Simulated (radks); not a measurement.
Results of a calculation; reference values are marked as such.
How relativity changes the ionisation of the palladium ion Pd2+ ([Kr] 4d8) to Pd3+ ([Kr] 4d7). Spin-unpolarised spherical Kohn-Sham, PBE, point nucleus unless stated (finite: rms radius 4.5318 fm), a radial shooting solver on a logarithmic mesh with Libxc functionals. A level marked "c x" has the speed of light scaled by that factor and shares open shells by 2j + 1; other Dirac levels either fill j = l - 1/2 first or share by 2j + 1.

| level | E(Pd2+) (hartree) | E(Pd3+) (hartree) | IE (eV) | HOMO | <r> HOMO (bohr) |
|---|---|---|---|---|---|
| non-rel. | -4938.67761 | -4937.39884 | 34.797 | 4d | 1.361 |
| scalar-rel. | -5044.79139 | -5043.52870 | 34.360 | 4d | 1.373 |
| scalar-rel., finite nucleus | -5044.69431 | -5043.43162 | 34.360 | 4d | 1.373 |
| Dirac, 2j+1 shares | -5045.84065 | -5044.57805 | 34.357 | 4d5/2 | 1.380 |
| Dirac, low j first | -5045.85613 | -5044.60342 | 34.088 | 4d5/2 | 1.381 |
| Dirac, 2j+1 shares, finite nucleus | -5045.74334 | -5044.48074 | 34.357 | 4d5/2 | 1.380 |
| Dirac, c x 1.25 | -5005.85783 | -5004.58948 | 34.514 | 4d5/2 | 1.373 |
| Dirac, c x 1.5 | -4984.82250 | -4983.55099 | 34.600 | 4d5/2 | 1.369 |
| Dirac, c x 3 | -4950.00548 | -4948.72854 | 34.747 | 4d5/2 | 1.363 |

NIST Atomic Spectra Database: 32.930 eV (semi-empirical). The relativistic part of the total energy of Pd2+ is -107.1 hartree (Dirac, 2j+1 shares, finite nucleus), 2.2 % of the non-relativistic value. Spin polarisation and multiplet splitting of open shells are left out at every level.

Beside tabulated values, note that relativity, absent from the non-relativistic runs, is large for the heavy elements, and spin-unpolarised runs miss the spin-polarisation part of the exchange energy of open shells.
